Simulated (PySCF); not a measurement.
C2H6FNSi (charge +1 and doublet state).
Z-matrix (Å and degrees, GFN2-xTB geometry), rows numbered from 1:
```
C 
C   1  1.2980
Si  2  1.9805  1  120.85
N   3  1.6945  2  107.33  1   116.35
F   3  1.5864  2  103.54  1     3.32
H   1  1.0887  2  121.17  3  -179.94
H   1  1.0820  2  125.53  3     0.03
H   2  1.0781  1  127.57  3  -179.71
H   3  1.4483  2  105.24  1  -114.93
H   4  1.0092  3  125.55  2    69.58
H   4  1.0128  3  122.59  2  -109.83
```

The hyperfine couplings belong to this conformer and change with its torsions.

As a line formula: `C=C[Si@H]([NH2+])F` [radical] (charge +1).

Computed with UKS B3LYP, pcH-1 on C F H N Si, non-relativistic, mean-field spin-orbit, GIAO (PySCF 2.14.0). Isolated species at its GFN2-xTB geometry (one conformer only). The geometry wasn't refined by DFT: couplings that depend on bond lengths, twists or pyramidal angles can differ widely from those at the functional's own minimum, by a factor of two or more for some ions and for spin on atoms past the first row. No stability test was run, so a lower SCF solution isn't excluded.

Question: Predict the first-order ENDOR lines of C2, N4, F5, H9, H6, H8, H7, H10, H11 and Si3 under fast tumbling at B = 332.1 mT (X band).

Answer: ν± = |νn ± a/2|, one line for each electron-spin manifold; νn = |g_N| × 7.62259 MHz/T × B.

```json
{"nuclei": "C2", "isotope": "13C", "g_N": "1.4048", "νn (MHz)": "3.56", "a_iso (MHz)": "53.64", "lower line (MHz)": "23.26", "upper line (MHz)": "30.38"}
{"nuclei": "N4", "isotope": "14N", "g_N": "0.4038", "νn (MHz)": "1.02", "a_iso (MHz)": "22.33", "lower line (MHz)": "10.14", "upper line (MHz)": "12.19"}
{"nuclei": "F5", "isotope": "19F", "g_N": "5.2577", "νn (MHz)": "13.31", "a_iso (MHz)": "-9.26", "lower line (MHz)": "8.68", "upper line (MHz)": "17.94"}
{"nuclei": "H9", "isotope": "1H", "g_N": "5.5857", "νn (MHz)": "14.14", "a_iso (MHz)": "152.30", "lower line (MHz)": "62.01", "upper line (MHz)": "90.29"}
{"nuclei": "H6", "isotope": "1H", "g_N": "5.5857", "νn (MHz)": "14.14", "a_iso (MHz)": "129.52", "lower line (MHz)": "50.62", "upper line (MHz)": "78.90"}
{"nuclei": "H8", "isotope": "1H", "g_N": "5.5857", "νn (MHz)": "14.14", "a_iso (MHz)": "71.39", "lower line (MHz)": "21.55", "upper line (MHz)": "49.83"}
{"nuclei": "H7", "isotope": "1H", "g_N": "5.5857", "νn (MHz)": "14.14", "a_iso (MHz)": "58.85", "lower line (MHz)": "15.28", "upper line (MHz)": "43.56"}
{"nuclei": "H10", "isotope": "1H", "g_N": "5.5857", "νn (MHz)": "14.14", "a_iso (MHz)": "-33.92", "lower line (MHz)": "2.82", "upper line (MHz)": "31.10"}
{"nuclei": "H11", "isotope": "1H", "g_N": "5.5857", "νn (MHz)": "14.14", "a_iso (MHz)": "-33.88", "lower line (MHz)": "2.80", "upper line (MHz)": "31.08"}
{"nuclei": "Si3", "isotope": "29Si", "g_N": "-1.1106", "νn (MHz)": "2.81", "a_iso (MHz)": "64.61", "lower line (MHz)": "29.49", "upper line (MHz)": "35.12"}
```

The rows for 13C and 29Si, of low natural abundance, apply to labelled samples.

Question: Which pairs are centred on the nuclear Larmor frequency, and which on half the coupling?

Answer: Centred on νn, since |a| < 2νn: F5. Centred on |a|/2 and split by 2νn: C2, N4, H9, H6, H8, H7, H10, H11 and Si3.

Question: At what field would the lower line of H10 fall to zero frequency?

Answer: Where νn = |a|/2, that is B = 16.96 MHz/(5.5857 × 7.62259 MHz/T) = 398 mT, as far as first order holds there.

H10 and H11 aren't averaged: N4 is flat or nearly so (angle sum 360°), and its turn about the short N4–Si3 bond (1.69 Å) is taken as slow.
